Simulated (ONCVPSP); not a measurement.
## What one change does to a pseudopotential (bromine, ONCV)

- Element: bromine (Br)
- Generator: ONCVPSP 4.0.1
- Type: optimised norm-conserving Vanderbilt (ONCV)
- Functional: LDA (Perdew-Wang 92)
- Relativity: scalar-relativistic
- Frozen core: [Ne]
- Valence charge: 25
- Reference configuration: 3s2 3p6 3d10 4s2 4p5
- Partial waves: 3s+4s: rc 0.75 bohr, ncon 4, nbas 8, qcut 17.9 1/bohr, 2 projectors; 3p+4p: rc 0.75 bohr, ncon 4, nbas 8, qcut 22.4 1/bohr, 2 projectors; 3d: rc 0.65 bohr, ncon 4, nbas 7, qcut 21.1 1/bohr, local
- Local potential: the d channel
- Core correction: none

All-electron outer shells of the reference configuration (LDA (PZ), scalar-relativistic, ld1.x):

```
shell  level (eV)  outermost node (bohr)  outermost maximum (bohr)
   2s    -1730.55                   0.06                      0.16
   2p    -1527.86                      –                      0.13
   3s     -237.20                   0.23                      0.48
   3p     -173.21                   0.21                      0.48
   3d      -67.00                      –                      0.43
   4s      -20.32                   0.67                      1.41
   4p       -8.01                   0.70                      1.66
```

Change: s: qcut 14.2; p: qcut 17.8; d: qcut 16.8.

Cutoffs: the cutoffs (Ha) at which the residual kinetic energy of the hardest occupied pseudo-wave falls to 1 and 0.1 mHa per electron; they do not see the model core or the augmentation charge, which bear on the density cutoff. Errors are all-electron minus pseudo energies relative to the spin-unpolarised reference configuration.

Problem. What does the change do?

Solution. The potential gets harder (206 Ha and 292 Ha → 397 Ha and 520 Ha); a bound ghost appears in s, which as a rule spoils a file; of the 4 tests that both files solve, the error grows in 1 and shrinks in 3 by more than 15 % and 0.3 meV (median size 5.4 → 3.9 meV).

```csv
quantity,base,changed
"cutoff, loose",206 Ha,397 Ha
"cutoff, tight",292 Ha,520 Ha
loose cutoff by channel,"s 115 Ha, p 121 Ha, d 206 Ha","s 89 Ha, p 73 Ha, d 397 Ha"
bound ghosts,none,s
GHOST(+) flags under 300 eV,none,none
"error for 3s2 3p6 3d10 4s2 4p4, meV [ΔE 12.70 eV]",-3.0,-0.7
"error for 3s2 3p6 3d10 4s2 4p3, meV [ΔE 35.65 eV]",-7.8,-2.5
"error for 3s2 3p6 3d10 4s2 4p2, meV [ΔE 69.86 eV]",-14,-5.2
"error for 3s2 3p6 3d9 4s2 4p6, meV [ΔE 64.47 eV]",-0.7,+10
s: phases at 0.76 bohr within 0.05 rad from the reference energy up to (Ha; the scan ends near 5),to the end of the scan,to the end of the scan
p: phases at 0.76 bohr within 0.05 rad from the reference energy up to (Ha; the scan ends near 5),to the end of the scan,to the end of the scan
d: phases at 0.66 bohr within 0.05 rad from the reference energy up to (Ha; the scan ends near 5),to the end of the scan,to the end of the scan
```

 A true bound ghost makes a file unfit for plane-wave use even where its test errors are small: the radial tests pick states by their node count and pass the ghost by.
